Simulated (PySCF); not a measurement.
Species: GeCl3(OiPr), C3H7Cl3GeO.
Bonds: Ge1–Cl2, Ge1–Cl3, Ge1–Cl4, Ge1–O5, O5–C6, C6–C7, C6–C8. Hydrogens: H9 on C6; H10, H11, H12 on C7; H13, H14, H15 on C8.

Method: PySCF 2.14.0, PBE0-D3(BJ)/def2-SVP geometry optimisation, gas phase; density fitting, grid level 1; the optimiser is geomeTRIC in internal coordinates, started from a GFN2-xTB structure with every atom displaced at random (about 0.03 Å).

Geometry at step 0:
```
atom  x, y, z in Å
Ge1     1.2053    1.0923    1.6670
Cl2     0.9597    0.7852    3.7047
Cl3     3.0864    0.8498    0.9843
Cl4     0.6023    3.1353    1.1077
O5      0.0665   -0.0471    0.9310
C6     -0.5833   -0.0546   -0.3186
C7     -1.4572   -1.2941   -0.2833
C8      0.4872   -0.1334   -1.4606
H9     -1.1827    0.8560   -0.3725
H10    -0.8998   -2.1971   -0.1355
H11    -2.0780   -1.3568   -1.1827
H12    -2.1588   -1.2127    0.5719
H13     0.9696    0.7806   -1.4929
H14     1.0381   -1.0033   -1.2803
H15    -0.0880   -0.2762   -2.3963
```

**Question.** What forces act on the atoms?

**Answer.** 
| atom | Fx (eV/Å) | Fy (eV/Å) | Fz (eV/Å) |
| --- | --- | --- | --- |
| Ge1 | -3.408 | 0.769 | -1.001 |
| Cl2 | 0.070 | -0.083 | 0.902 |
| Cl3 | 2.508 | -0.376 | -0.713 |
| Cl4 | 0.196 | -0.786 | 0.254 |
| O5 | 0.859 | 0.341 | 1.240 |
| C6 | 1.265 | -0.827 | -0.561 |
| C7 | -1.275 | 1.256 | 0.343 |
| C8 | -4.561 | -0.392 | 0.335 |
| H9 | -0.310 | 0.298 | -0.395 |
| H10 | 0.713 | -0.761 | -0.045 |
| H11 | 0.009 | -0.141 | -0.250 |
| H12 | 0.183 | -0.020 | -0.171 |
| H13 | 1.791 | 1.982 | -0.220 |
| H14 | 1.611 | -1.375 | 0.281 |
| H15 | 0.349 | 0.116 | 0.002 |

The largest, 4.59 eV/Å, acts on C8; the rms over all components is 1.198 eV/Å. The forces sum to zero within rounding, as they must for an isolated molecule in no field.

**Question.** Give the force on C8 in Eh/bohr and in nN.

**Answer.** 4.590 eV/Å ÷ 51.422 = 0.08926 Eh/bohr, and 4.590 eV/Å × 1.602 = 7.35 nN.

**Question.** How far is this geometry from the end of the optimisation?

**Answer.** 0.579 eV above it, and 0.150 Å rms away after alignment. The bonds farthest from their final lengths, with half the difference of the two atoms' forces along the bond (positive lengthens):

| bond | now (Å) | final (Å) | force along bond (eV/Å) |
| --- | --- | --- | --- |
| Ge1–Cl3 | 2.016 | 2.134 | +2.78 |
| C8–H13 | 1.034 | 1.101 | +2.54 |
| Ge1–Cl4 | 2.202 | 2.138 | -1.37 |
| C8–H14 | 1.045 | 1.101 | +2.03 |
| C6–C8 | 1.567 | 1.517 | -2.33 |
| Ge1–Cl2 | 2.075 | 2.123 | +0.79 |

The angle farthest from its final value is H13–C8–H14, 119.7° against 108.3°.

Of the 6 listed bonds off by 0.010 Å or more, this force points towards the final length in 6.

The cost below is that of the whole optimisation. Hardware: one thread, AMD EPYC (x86_64), on a shared host. Cost: 7.1 min wall, 0.82 GiB resident at most.
